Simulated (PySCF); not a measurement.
NMR problem set

All values are calculated (PySCF 2.14): shielding tensors at PBE0/pcSseg-1 (GIAO), GFN2-xTB geometry. Non-relativistic Hamiltonian, single conformer, gas phase, rapidly exchanging positions averaged.

Shifts are taken against calculated references (same method and geometry level): 1H and 13C vs TMS. Splittings of carbon signals by F and P are missing where no couplings were computed. Where no couplings were computed, multiplicities follow the n + 1 count of equivalent neighbours, and m marks all less simple cases (inequivalent or close neighbours, rings, F or P nearby). Shifts are as computed. Against solution values, carbons near 30 ppm lie about +3 ppm off and those near 130 ppm about +5 ppm. Of 1211 compounds with measured shifts, 218 miss one by over three times the rms of a fit or turn the order of signals round; such compounds aren't used in these exercises.

Question: C5H8F3O2P. 1H NMR (500 MHz, computed): δ 4.42 (m, 2H), 3.64 (m, 2H), 2.26 (m, 2H), 2.23 (m, 2H). 13C{1H} NMR (computed): δ 133.1 (C), 68.6 (CH2), 32.7 (CH2). What is it?

Answer: SMILES FC(P1(=O)CCOCC1)(F)F. 3 carbon signals for 5 carbons: some carbons are equivalent by symmetry or fast rotation. Carbon types of the structure: 1 × C, 4 × CH2, which accounts for all hydrogens. δC 133.1: CF3 carbon; 3 electronegative neighbours deshield it. δC 68.6: sp3 CH2 bonded to O; deshielded by the electronegative neighbour. δC 32.7: sp3 CH2 bonded to P. δH 4.42, 3.64: hydrogen on an sp3 CH2 bonded to O; its carbon carries O, which withdraws density.

The data come from this structure; uniqueness wasn't tested.

Question: C7H10OP2. 1H NMR (300 MHz, computed): δ 10.71 (m, 1H), 8.00 (m, 1H), 4.27 (s, 3H), 3.15 (m, 2H), 1.32 (t, 3H). 13C{1H} NMR (computed): δ 205.1 (C), 194.5 (CH), 188.1 (C), 130.6 (CH), 60.0 (CH3), 39.7 (CH2), 25.6 (CH3). Give a structure.

Answer: SMILES CCc1cc(OC)pcp1. 7 carbon signals for 7 carbons: no two carbons are equivalent. Carbon types of the structure: 2 × C, 2 × CH, 1 × CH2, 2 × CH3, which accounts for all hydrogens. δC 205.1: aromatic carbon bearing oxygen; an ipso carbon deshielded by its heteroatom. δC 194.5, 130.6: aromatic CH. δC 188.1: substituted aromatic carbon. δH 10.71, 8.00: hydrogen on an aromatic CH; it sits in the deshielding region of the aromatic ring current.

This is the structure that produced the data.
